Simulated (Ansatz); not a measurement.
Species: CH₅BO, SMILES `BCO` (charge 0, multiplicity 1), formula CH₅BO.

**Question.** How many basis functions does frozen-core CCSD(T)/cc-pVTZ // B3LYP-D3(BJ)/def2-TZVP (Ansatz, a first-principles code) use, how many core orbitals are frozen, and how many electrons are correlated?

**Answer.** 160 basis functions and 3 frozen orbitals, which leaves 18 correlated electrons. Core time is of the order of seconds.
